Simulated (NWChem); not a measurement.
# CHF$_{3}$OSi; SMILES C([Si](F)(F)F)=O

```xyz
7

O     -0.0886    -2.3644     0.0000
C      0.6772    -1.4218     0.0000
Si    -0.0009     0.3672     0.0000
F     -0.8917     0.6282     1.2915
F     -0.8917     0.6282    -1.2915
F      1.2143     1.3984     0.0000
H      1.7796    -1.5892     0.0000
```
Atoms are numbered in this order, from 1.

Results from NWChem. The geometry was optimised at B3LYP/6-31G* (spherical d). Ions are spin-unrestricted doublets at the neutral geometry; other ion states weren't tried.

Question: Among these, which level gives the lowest value of “ΔSCF minus −ε(HOMO) (eV)”?
(A) LDA (Slater exchange, VWN5)/def2-SVPD
(B) Hartree-Fock/def2-SVPD
(C) PBE/def2-SVPD

Answer: B, Hartree-Fock/def2-SVPD. Values: Hartree-Fock/def2-SVPD -2.49; PBE/def2-SVPD 3.89; LDA (Slater exchange, VWN5)/def2-SVPD 3.98
